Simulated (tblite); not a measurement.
**Question.** What does the GFN2-xTB structure of InChI=1S/C4H9ClO2S/c1-3-4(2)8(5,6)7/h4H,3H2,1-2H3/t4-/m0/s1 look like in three dimensions?

**Answer.** 
```xyz
17
C4H9ClO2S angstrom
C      2.0109    0.5843   -0.3744
C      0.8509   -0.3829   -0.5814
C     -0.1977   -0.2837    0.5054
C     -1.2034   -1.4084    0.5285
S     -1.1821    1.2304    0.2473
O     -2.2628    1.2762    1.1803
O     -0.3783    2.4016    0.0992
Cl    -2.0247    0.8933   -1.5812
H      2.5397    0.3581    0.5492
H      2.7148    0.5026   -1.1985
H      1.6494    1.6068   -0.3269
H      1.2319   -1.4080   -0.6051
H      0.3729   -0.1885   -1.5440
H      0.2428   -0.1104    1.4875
H     -0.7476   -2.3260    0.8960
H     -2.0332   -1.1445    1.1804
H     -1.5905   -1.5890   -0.4722
```

Orientation and origin are arbitrary. Atoms count from 1 in this order. Of the pairs four or more bonds apart, O7···H11 is among the closest relative to their van der Waals radii: 2.22 Å, 82 % of the sum of Bondi's values. S5 (sulfonyl sulfur) is distorted tetrahedral (angles from 102.3° to 117.9°).

Bonds between heavy atoms (Å): C1–C2 1.524, C2–C3 1.513, C3–C4 1.509, C3–S5 1.824, S5=O6 1.428, S5=O7 1.428, S5–Cl8 2.041.

The geometry is computed with GFN2-xTB (gas phase).

Point group: C1 (no symmetry element, even within 0.4 Å). Its GFN2-xTB frequencies are all real (lowest 50 cm⁻¹). The numbers are those of one conformer (C1–C2–C3–C4 -167°, C2–C3–S5–O6 174°).

The run took 0.71 s wall on one thread of an Arm Neoverse V2, no GPU (shared host). These figures are those of the optimisation.
